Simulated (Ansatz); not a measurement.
Z-matrix (Å, degrees):
```
C
Zr 1 2.203
H 1 1.096 2 111.1
H 1 1.096 2 111.1 3 -120.0
H 1 1.096 2 111.0 3 120.0
F 2 1.899 1 106.5 3 179.9
F 2 1.899 1 106.5 3 -60.1
F 2 1.899 1 106.5 3 59.9
```

The species carries charge 0 and has multiplicity 1. Zr takes the def2 core potential.

**Question.** List the PBE0/def2-TZVPP orbital energies in eV (Ansatz 0.2.0). (Best estimate.)

**Answer.** Ansatz gave: Occupied: -673.77, -673.76, -673.76, -277.82, -59.96, -37.25, -37.25, -36.24, -32.08, -31.19, -31.19, -19.24, -13.08, -13.08, -12.88, -12.54, -12.54, -12.08, -11.88, -11.84, -11.84, -11.43, -11.43, -8.38. Lowest empty: -1.20, -1.20, -0.45, -0.02, 0.24, 0.24, 0.89, 1.04.
